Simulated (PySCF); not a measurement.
## Bond length, frequency and bond energy of FeI by level of theory

State: ⁴Δ (quartet), unpaired electrons π ↑↑, δ ↑. Set-up: basis Fe def2-TZVPP, I def2-TZVPP with ECP28; scalar-relativistic core potentials; PySCF 2.14. De refers to Fe (3d6 4s2) + I in their high-spin ground configurations, without counterpoise correction. The functionals are run spin-unrestricted. A positive dipole means Fe(−)I(+). Levels whose curve was spin-contaminated or gave no clean fit are not listed.

| Level | Re (Å) | ωe (cm⁻¹) | De (eV) | μ (D) | CPU s a point (SCF and correlation, without the integrals) |
| --- | --- | --- | --- | --- | --- |
| ROHF | 2.580 | 219 | n/a | -7.36 | 2.4 |
| ROHF-MP2 | 2.416 | 267 | n/a | n/a | 5.7 |
| ROHF-SCS-MP2 | 2.445 | 257 | n/a | n/a | n/a |
| PBE | 2.415 | 261 | n/a | -3.68 | 3 |
| PBEsol | 2.381 | 273 | n/a | -3.54 | 1.9 |
| r²SCAN | 2.422 | 260 | n/a | -4.27 | 4.3 |
| M06-L | 2.446 | 253 | n/a | -4.15 | 12 |
| PBE0 | 2.443 | 256 | n/a | -4.79 | 6.6 |
| HSE06 | 2.443 | 257 | n/a | -4.70 | 6.7 |

The bond length runs from 2.381 Å (PBEsol) to 2.580 Å (ROHF).

Correlated steps freeze 9 core orbitals. De is left out where the level can put another filling of the metal’s s and d shells below the measured ground configuration, by anything from nothing to about 1 eV. These are scalar-relativistic numbers at best; spin–orbit coupling would shift them, the dissociation energy most. UHF is strongly spin-contaminated for FeI, so the ROHF reference used there is far from stable. With d or f electrons several states lie close, and the lowest PBE0 determinant need not be the measured ground state.

The whole job (state search and all levels along the bond) took about 14 min on 2 threads of Arm Neoverse V2 (shared host), peak memory 3.4 GiB.
